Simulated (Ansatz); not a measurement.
Cost and result for the atomization energy of `CC#[N+][Au-][OH]` (9 atoms, 8 bonds).

```xyz
9

C    -0.977   -1.766    1.117
C    -0.344   -0.698    0.382
N     0.159    0.150   -0.202
Au    1.008    1.604   -1.181
O     1.890    2.988   -2.213
H    -0.226   -2.482    1.455
H    -1.497   -1.359    1.986
H    -1.699   -2.280    0.480
H     1.686    3.843   -1.825
```

Total charge 0; spin multiplicity 1. Correlated methods include outer-core shells of Au, which these sets cover unevenly. Au: def2 effective core potential. Geometry: relaxed with PBE0-D4/def2-TZVP. It is one conformer, not always the lowest. Program: Ansatz. All runs use 4 threads of a server CPU on a shared host. Times are those of one run each, without the atoms' runs, and a repeat can differ threefold. Electronic energies, without spin–orbit coupling; frozen cores. CCSD(T)/CBS adds CCSD(T) − MP2 in def2-TZVPP to the MP2 limit, and its time is that of the two runs behind it. T1 = 0.016. With those shells the extrapolation isn't a true limit. HSE06 is the plane-wave form, built on full-range PBE exchange.

CCSD(T)/CBS is a level of theory with its own doubt, some kJ/mol a heavy atom from the limit and from the frozen cores, so smaller differences don't rank the functionals.

| level | functions | wall time |
| --- | --- | --- |
| revPBE-D4/def2-TZVPP | 236 | 2.3 s |
| PBE0-D4/def2-TZVPP | 236 | 2.4 s |
| BHLYP-D4/def2-TZVPP | 236 | 2.8 s |
| HSE06-D4/def2-TZVPP | 236 | 2.9 s |
| r2SCANh-D4/def2-TZVPP | 236 | 3.8 s |
| PBE-QIDH/def2-TZVPP | 236 | 4.5 s |
| B2PLYP/def2-TZVPP | 236 | 4.9 s |
| B97M-V/def2-TZVPP | 236 | 7 s |
| ωB97M-V/def2-TZVPP (with forces) | 236 | 8.5 s |
| CCSD(T)/def2-SVP | 108 | 9.5 s |
| MP2/def2-QZVPP | 436 | 16 s |
| CCSD(T)/def2-TZVPP | 236 | 3.4 min |
| CCSD(T)/CBS(def2) | – | 3.7 min |

**Question.** What atomization energy does each give, and how far from CCSD(T)/CBS? (Estimate.)

**Answer.** The calculation gave: 
```tsv
level	atomization (kJ/mol)	difference from CCSD(T)/CBS	per bond
revPBE-D4/def2-TZVPP	3448.8	0.1	0.0
PBE0-D4/def2-TZVPP	3428.9	-19.8	-2.5
BHLYP-D4/def2-TZVPP	3242.5	-206.2	-25.8
HSE06-D4/def2-TZVPP	3432.5	-16.2	-2.0
r2SCANh-D4/def2-TZVPP	3402.0	-46.7	-5.8
PBE-QIDH/def2-TZVPP	3390.8	-57.9	-7.2
B2PLYP/def2-TZVPP	3405.1	-43.6	-5.4
B97M-V/def2-TZVPP	3416.7	-32.0	-4.0
ωB97M-V/def2-TZVPP (with forces)	3421.6	-27.1	-3.4
CCSD(T)/def2-SVP	3210.0	-238.7	-29.8
MP2/def2-QZVPP	3522.2	73.5	9.2
CCSD(T)/def2-TZVPP	3334.1	-114.6	-14.3
CCSD(T)/CBS(def2)	3448.7	0.0	0.0
```

From BLYP to BHLYP (50 % exact exchange), in def2-TZVPP and without D4, the atomization energy moves by −217.2 kJ/mol: exact exchange takes away binding that semilocal exchange gives to molecules. Leaving LDA and LC-ωPBE aside and taking each functional with its dispersion term where it has one, the values, not all of them listed here, spread over 325.0 kJ/mol, from BHLYP-D4 to PBE-D4. LDA lies +503.8 kJ/mol from PBE without D4, its usual overbinding. The D4 term adds +25.7 kJ/mol with B3LYP and +13.4 kJ/mol with PBE0; it sums over pairs of atoms, weighted by their polarisabilities, and B3LYP, whose exchange is more repulsive, gets the larger term.

B3LYP here is the variant with VWN-RPA as its local correlation; programs differ in this.
